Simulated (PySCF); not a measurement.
Threshold energies of InCl in a plasma

r²SCAN in PySCF with def2-TZVPPD on every atom (core potentials on In), for the lowest determinant that a PBE0 search found; no spin–orbit coupling.

```tsv
species	state (unpaired electrons)	Re (Å)	ωe (cm⁻¹)	energy of the minimum from the neutral (eV)	De (eV)	dissociates to
InCl	singlet (closed shell)	2.415	313	0.00	4.68	In + Cl
InCl⁺	doublet (σ ↑)	2.291	349	9.45	0.93	In⁺ + Cl
InCl⁻	doublet (π ↑)	2.581	220	-0.42	1.48	In + Cl⁻
```

Question: Work out the lowest energy to break InCl into atoms, from its vibrational ground state.

Answer: D0 = De − ωe/2 = 4.68 − 0.02 = 4.66 eV (r²SCAN/def2-TZVPPD).

Question: Work out the ionisation energy of the In atom at this level and the threshold of dissociative ionisation.

Answer: IE(In) = 9.45 + 0.93 − 4.68 = 5.70 eV, so In⁺ + Cl + e⁻ appears at D0 + IE(In) = 10.36 eV (r²SCAN/def2-TZVPPD). The measured IE(In) is 5.786 eV (NIST ASD).

Question: Work out the electron affinity of the Cl atom and the threshold of dissociative attachment.

Answer: EA(Cl) = 4.68 − 1.48 − (-0.42) = 3.62 eV, so In + Cl⁻ needs D0 − EA(Cl) = 1.04 eV (r²SCAN/def2-TZVPPD). The measured EA(Cl) is 3.613 eV.

Question: At which energy does ion-pair formation open?

Answer: In⁺ + Cl⁻ lies at D0 + IE(In) − EA(Cl) = 6.74 eV (r²SCAN/def2-TZVPPD).

These are thermodynamic thresholds; the onsets seen under electron impact lie higher where the geometry changes, and cross-sections peak well above them.

These are scalar-relativistic numbers at best; spin–orbit coupling would shift them, the dissociation energy most. For an ion De counts to the pair picked by the measured ionisation energies or electron affinities, which need not be the lowest pair at this level. The highest Kohn–Sham level is positive in this anion. Much of that is self-interaction error, but it also means that the finite basis helps to hold the extra electron. States were picked by a PBE0 search and need not be the measured ground states.
